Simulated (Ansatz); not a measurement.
Geometry optimisation, RKS BLYP/6-31G* in Ansatz.

input.yaml

```yaml
crystal:
  periodic: [false, false, false]
  atoms:
    - { symbol: C, position_ang: [-1.1887, 0.5387, 1.5254] }
    - { symbol: C, position_ang: [-0.4834, 0.1935, 0.4805] }
    - { symbol: C, position_ang: [0.981, -0.0531, 0.5268] }
    - { symbol: O, position_ang: [1.5485, -0.4438, -0.7623] }
    - { symbol: Si, position_ang: [0.18, -0.4885, -1.8278] }
    - { symbol: O, position_ang: [-1.0421, 0.0056, -0.7726] }
    - { symbol: H, position_ang: [-0.7873, 0.7515, 2.5022] }
    - { symbol: H, position_ang: [-2.2649, 0.7593, 1.3803] }
    - { symbol: H, position_ang: [1.2523, -0.8385, 1.2929] }
    - { symbol: H, position_ang: [1.5545, 0.8554, 0.856] }
    - { symbol: H, position_ang: [0.3595, 0.5135, -2.8715] }
    - { symbol: H, position_ang: [-0.0324, -1.8488, -2.2958] }
basis:
  gaussian: { orbitals: "6-31G*" }
hamiltonian:
  xc: blyp
relax:
  f_tol: 0.02
  max_steps: 50
output:
  orbitals: {}
```

Launched with:

```bash
$ ansatz run input.yaml --threads 2 --pin off --max-ram 3072MiB --backend cpu --events-out ev --progress --plain --runs-dir out
```

**Question.** Where does it end, and by what steps?

**Answer.** The forces met the threshold. The force dipped under the threshold on the way, but the program's further checks kept it going. After 17 steps the energy has fallen by 0.284 eV; O4 moved furthest, 0.24 Å.

```csv
step,energy less start (eV),largest force component (eV/Å),accepted
0,0.0000,2.655,yes
1,-0.2254,1.100,yes
2,-0.2691,0.215,yes
3,-0.2722,0.199,yes
4,-0.2798,0.065,yes
5,-0.2808,0.029,yes
6,-0.2813,0.044,yes
7,-0.2744,0.289,no
8,-0.2802,0.084,no
9,-0.2815,0.013,yes
10,-0.2828,0.095,yes
11,-0.2837,0.080,yes
12,-0.2837,0.079,yes
13,-0.2839,0.031,yes
14,-0.2840,0.031,yes
15,-0.2841,0.029,yes
16,-0.2841,0.030,no
17,-0.2841,0.003,yes
```

```xyz
12
Properties=species:S:1:pos:R:3
C -1.265 0.509 1.561
C -0.473 0.239 0.512
C 1.046 -0.005 0.549
O 1.451 -0.647 -0.693
Si 0.216 -0.498 -1.823
O -0.962 0.175 -0.795
H -0.848 0.556 2.569
H -2.331 0.702 1.433
H 1.329 -0.657 1.390
H 1.597 0.950 0.649
H 0.511 0.445 -2.945
H -0.193 -1.825 -2.372
```

The run took 16 s on 2 threads of AMD EPYC 9R45 96-Core Processor (Zen 5), on a shared host, peak memory 0.17 GiB.
